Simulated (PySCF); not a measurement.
**Sb⁺ (antimony, charge +1): PBE calculation**

Configuration: [Kr] 4d10 5s1 5p3, high-spin 5S determinant (an excited configuration). All numbers are calculated (PySCF 2.14, scalar relativity by spin-free X2C-1e, in x2c-TZVPPall (8s6p4d2f, 60 functions)).

| Quantity | Value |
| --- | --- |
| Total energy | -6479.71 hartree |
| One-electron energy | -8880.63 hartree |
| Hartree (Coulomb) energy | 2572.36 hartree |
| Exchange-correlation energy | -171.44 hartree |
| ⟨S²⟩ | 6.0015 |
| ⟨L²⟩ | 0.000 |
| Sum of ⟨r⟩ | 33.53 bohr |
| Sum of ⟨r²⟩ | 49.42 bohr² |
| Langevin diamagnetic susceptibility | -39.1 ×10⁻⁶ cm³/mol |

```json
{"shell": "1s α", "electrons": "1", "mean orbital energy (eV)": "-30258.6", "rms radius, mean of both spins (bohr)": "0.0325"}
{"shell": "1s β", "electrons": "1", "mean orbital energy (eV)": "-30258.5", "rms radius, mean of both spins (bohr)": "0.0325"}
{"shell": "2s α", "electrons": "1", "mean orbital energy (eV)": "-4614.2", "rms radius, mean of both spins (bohr)": "0.133"}
{"shell": "2s β", "electrons": "1", "mean orbital energy (eV)": "-4614.1", "rms radius, mean of both spins (bohr)": "0.133"}
{"shell": "2p α", "electrons": "3", "mean orbital energy (eV)": "-4146.6", "rms radius, mean of both spins (bohr)": "0.118"}
{"shell": "2p β", "electrons": "3", "mean orbital energy (eV)": "-4146.5", "rms radius, mean of both spins (bohr)": "0.118"}
{"shell": "3s α", "electrons": "1", "mean orbital energy (eV)": "-912.86", "rms radius, mean of both spins (bohr)": "0.353"}
{"shell": "3s β", "electrons": "1", "mean orbital energy (eV)": "-912.76", "rms radius, mean of both spins (bohr)": "0.353"}
{"shell": "3p α", "electrons": "3", "mean orbital energy (eV)": "-760.14", "rms radius, mean of both spins (bohr)": "0.354"}
{"shell": "3p β", "electrons": "3", "mean orbital energy (eV)": "-760.03", "rms radius, mean of both spins (bohr)": "0.354"}
{"shell": "3d α", "electrons": "5", "mean orbital energy (eV)": "-525.56", "rms radius, mean of both spins (bohr)": "0.332"}
{"shell": "3d β", "electrons": "5", "mean orbital energy (eV)": "-525.46", "rms radius, mean of both spins (bohr)": "0.332"}
{"shell": "4s α", "electrons": "1", "mean orbital energy (eV)": "-158.42", "rms radius, mean of both spins (bohr)": "0.841"}
{"shell": "4s β", "electrons": "1", "mean orbital energy (eV)": "-158.16", "rms radius, mean of both spins (bohr)": "0.841"}
{"shell": "4p α", "electrons": "3", "mean orbital energy (eV)": "-111.60", "rms radius, mean of both spins (bohr)": "0.910"}
{"shell": "4p β", "electrons": "3", "mean orbital energy (eV)": "-111.30", "rms radius, mean of both spins (bohr)": "0.910"}
{"shell": "4d α", "electrons": "5", "mean orbital energy (eV)": "-43.343", "rms radius, mean of both spins (bohr)": "1.11"}
{"shell": "4d β", "electrons": "5", "mean orbital energy (eV)": "-42.726", "rms radius, mean of both spins (bohr)": "1.11"}
{"shell": "5s α", "electrons": "1", "mean orbital energy (eV)": "-22.514", "rms radius, mean of both spins (bohr)": "2.27"}
{"shell": "5p α", "electrons": "3", "mean orbital energy (eV)": "-13.655", "rms radius, mean of both spins (bohr)": "2.78"}
```

Densities and radii are taken from the X2C orbitals without a picture-change correction, which distorts them close to the nucleus.
